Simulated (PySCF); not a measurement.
Polarisability and C₆ of Zr²⁺ (zirconium, charge +2)

[Kr] 4d2, high-spin 3F determinant. Calculation: PySCF 2.14, in aug-cc-pVTZ-PP with ECP28MDF; scalar relativity through the core potential. Coupled (time-dependent) response in atomic units; α is the mean over directions.

```tsv
method	mean α (bohr³)	C₆ (like pair)	S(−4)
wB97X	12.07	59.47	97.54
```

S(−4) is the Cauchy moment in α(ω) = α(0) + S(−4) ω² + …

Spin-orbit coupling is absent.

α(iu) at wB97X:

```tsv
u (hartree)	α(iu) (bohr³)
0	12.07
0.0500	11.83
0.100	11.22
0.200	9.603
0.300	8.161
0.500	6.164
0.750	4.614
1.00	3.583
1.50	2.303
2.00	1.575
3.00	0.8439
5.00	0.3445
```

For an ion, C₆ is the dispersion term alone; charge-induced terms of lower order in 1/R come first.

Energies and moments cover only the electrons outside the core potential.
